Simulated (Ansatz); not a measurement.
CH3BFGa. Total charge 0; spin multiplicity 1. The bonds changed during the relaxation, so this is another structure than the one it started from.

Z-matrix (Å, degrees):
```
C
Ga 1 2.083
B 1 1.511 2 112.2
H 1 1.098 2 98.9 3 122.4
H 1 1.095 2 101.7 3 -123.6
F 3 1.343 1 120.2 2 84.3
H 3 1.204 1 124.0 2 -90.4
```

(1) What are the harmonic wavenumbers in cm⁻¹ at PBE0-D4/def2-TZVP (Ansatz, finite differences of forces, unscaled)? (An estimate is asked.)

(2) Is this a minimum?

(3) Give the ideal-gas thermochemistry at 298.15 K and 1 bar (rigid rotor, harmonic oscillator; point group C1, symmetry number 1).

(4) Rotational constants (cm⁻¹)?

Answers

(1) The calculation gave: 73, 185, 380, 437, 638, 778, 870, 927, 1061, 1107, 1314, 1408, 2575, 3037, 3112.

(2) Yes, all 15 modes are real.

(3) Zero-point energy 107.1 kJ/mol; H(298) − E = 123.3 kJ/mol; entropy 316.6 J/(mol·K), of which translation 168.0, rotation 109.7, vibration 38.8; G(298) − E = 28.9 kJ/mol. Modes under 100 cm⁻¹ are hindered rotations or soft bends, so the harmonic entropy is rough.

(4) 0.493, 0.06473, 0.06039.
